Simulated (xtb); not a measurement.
CH₃ISn, SMILES [Sn]([I])[CH3] (connectivity only; charge and spin as stated), neutral, multiplicity 1. All values are semi-empirical tight-binding results from xtb (GFN2-xTB unless named), good for trends rather than for accurate numbers. Geometry optimised at GFN2-xTB.

For metal compounds this method's bond lengths and energies can be far off.

| Property | Result |
|---|---|
| orbital gap | 3.06 eV |
| zero-point energy | 21.5 kcal/mol |
| G − E(el) at 298.15 K (modified RRHO) | 1.2 kcal/mol |
